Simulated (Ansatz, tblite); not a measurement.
Forces on [closo-2-(Br)B7H6]2- (B7H6Br²⁻) at its r2SCAN-D4/def2-SVPD geometry. Charge -2, multiplicity 1.

The xTB rows come from tblite. A multiply charged anion in the gas phase is held together partly by the finite basis. At PBE-D4/def2-TZVPD the highest occupied level of the charge -2 singlet lies above zero (up to 3.00 eV). The electron is either unbound and held by the finite basis, or the level is raised by self-interaction error.

GFN1-xTB (tblite), largest force 1.62 eV/Å:

```xyz
14
positions Å, forces eV/Å
B     0.146    1.356    0.315    0.043    0.701    0.255
B     0.494    0.577   -1.081    0.474    0.552   -1.036
B    -1.113    0.171   -0.320   -1.536    0.248   -0.462
B    -0.449   -1.256    0.589   -0.234   -0.720    0.274
B     0.145   -1.017   -0.951    0.042   -0.602   -0.440
B     1.053   -0.241    0.451    1.470   -0.325    0.607
B    -0.448    0.211    1.372   -0.234    0.174    0.750
Br    1.273    1.484   -2.784   -0.017   -0.020    0.037
H     0.287    2.543    0.554   -0.023   -0.144   -0.012
H    -2.244    0.394   -0.736    0.154   -0.047    0.087
H    -0.813   -2.335    1.036    0.033    0.162   -0.005
H     0.284   -1.877   -1.804   -0.023    0.090    0.113
H     2.195   -0.451    0.843   -0.180    0.017   -0.031
H    -0.811    0.441    2.517    0.032   -0.086   -0.137
```

GFN2-xTB (tblite), largest force 1.29 eV/Å:

```
B -0.078 -0.792 -0.205
B -0.482 -0.562 1.055
B 0.395 -0.115 0.215
B 0.310 0.877 -0.404
B -0.077 0.611 0.543
B -0.454 0.046 -0.086
B 0.310 -0.153 -0.953
Br 0.176 0.206 -0.386
H 0.017 0.234 0.078
H -0.181 0.043 -0.081
H -0.073 -0.195 0.101
H 0.016 -0.195 -0.150
H 0.194 -0.028 0.053
H -0.073 0.025 0.218
```

PBE-D4/def2-TZVPD (Ansatz), largest force 0.10 eV/Å:

```
B 0.011 -0.012 -0.038
B -0.010 -0.011 0.021
B -0.037 -0.005 0.011
B 0.001 0.015 0.004
B 0.011 0.038 -0.011
B 0.019 -0.016 0.031
B 0.001 -0.011 -0.010
Br -0.032 -0.037 0.069
H -0.007 -0.090 -0.027
H 0.095 -0.018 0.034
H 0.025 0.078 -0.028
H -0.007 0.072 0.059
H -0.095 0.018 -0.033
H 0.025 -0.020 -0.081
```
